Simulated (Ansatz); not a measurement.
## A geometry optimisation of Al2AsH2Sn with BLYP-D3(BJ)/def2-SVP

The starting geometry of this gas-phase doublet was optimised with GFN2-xTB.

```json
{"atom": "Al", "x (Å)": "0.2331", "y (Å)": "-0.7704", "z (Å)": "0.5102"}
{"atom": "Al", "x (Å)": "-0.4969", "y (Å)": "2.0585", "z (Å)": "0.6002"}
{"atom": "As", "x (Å)": "-1.3785", "y (Å)": "0.2206", "z (Å)": "1.9261"}
{"atom": "Sn", "x (Å)": "-1.3814", "y (Å)": "0.4100", "z (Å)": "-1.2745"}
{"atom": "H", "x (Å)": "1.2807", "y (Å)": "-1.9249", "z (Å)": "0.4970"}
{"atom": "H", "x (Å)": "0.8907", "y (Å)": "0.2215", "z (Å)": "-0.8090"}
```

Question: Predict what becomes of its bonds when it is optimised with BLYP-D3(BJ)/def2-SVP.

Answer: A bond breaks, giving a structure with H6 bridging Al1 and Sn4, given below by its coordinates. Distances that change by over a tenth: Al1–Sn4 (2.68 → 2.98 Å), As3–Sn4 (3.21 → 2.86 Å). Contacts that open: Al2–Sn4 (2.65 → 3.38 Å).

The energy falls by 0.70 eV over 14 steps:

```tsv
step	E − E(last) (eV)
1	0.698
2	0.273
4	0.201
5	0.194
7	0.117
8	0.075
10	0.003
11	0.001
13	0.000
14	0.000
```

Final geometry (Å):

```xyz
6

Al    0.4109   -0.9141    0.4685
Al   -0.5853    2.6674    1.2575
As   -1.3837    0.2304    1.4624
Sn   -1.3270    0.6627   -1.3642
H     1.6134   -1.8853    0.8273
H     0.4194   -0.5459   -1.2014
```

Frequencies at the end are all real (lowest 56 cm⁻¹). Open shells are spin-unrestricted. Atoms past krypton carry core potentials, without spin–orbit terms. Run with Ansatz 0.2.0, 80 s on 2 threads of Intel(R) Xeon(R) Platinum 8259CL CPU @ 2.50GHz (Skylake/Cascade Lake) (shared host).
